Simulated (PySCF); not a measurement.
Cl$_{3}$Fe, sextet, at a GFN2-xTB geometry (such geometries of metal compounds can be far from the true shape). Base run: PySCF with PBE0/6-31G**.

Geometry (Å):
```xyz
4

Fe    -0.0906    -0.3602    -0.2040
Cl     1.9724    -0.0435    -0.3506
Cl    -0.6770    -0.5902     1.7913
Cl    -1.1569     1.1846    -1.1286
```
Charge 0, spin multiplicity 6.
Orbitals are unrestricted.
All else is at PySCF's defaults.

Variants of this job, named by their change:

| change | basis functions | E (Eh) | HOMO (eV) | dipole (D) | outcome |
|---|---|---|---|---|---|
| base | 88 | -2643.53810 | -9.05 | 3.10 | converged |
| basis = x2c-TZVPall; relativity = spin-free X2C; nucleus = Gaussian (with mol.nucmod = 'G') | 159 | -2657.01793 | -8.87 | 2.40 | converged |
| basis = x2c-TZVPall; relativity = none | 159 | -2640.16736 | -8.88 | 2.44 | converged |
| basis = x2c-SVPall; relativity = spin-free X2C | 90 | - | - | - | not converged |
| basis = ANO-RCC-VDZP; relativity = spin-free X2C | 88 | -2657.04105 | -9.01 | 2.44 | converged |
| basis = x2c-TZVPall; relativity = spin-free X2C | 159 | -2657.02308 | -8.87 | 2.40 | converged |
| basis = ANO-RCC-VDZP; relativity = spin-free X2C; nucleus = Gaussian (with mol.nucmod = 'G') | 88 | -2657.03530 | -9.01 | 2.44 | converged |
| basis = x2c-SVPall; relativity = none | 90 | -2640.08713 | -8.75 | 2.50 | converged |
| basis = ANO-RCC-VDZP; relativity = none | 88 | -2638.52949 | -9.03 | 2.48 | converged |
| basis = x2c-SVPall; relativity = spin-free X2C; nucleus = Gaussian (with mol.nucmod = 'G') | 90 | - | - | - | not converged |

Total energies compare only within one method and basis.

Open shells are given as the SCF converged; they aren't shown to be the lowest states, and a large step between rows can be another state.

Basis sets contracted for a relativistic Hamiltonian are a mismatch without it, so the rows without relativity aren't non-relativistic limits. No row has spin-orbit coupling; sets with core potentials leave out the core electrons.
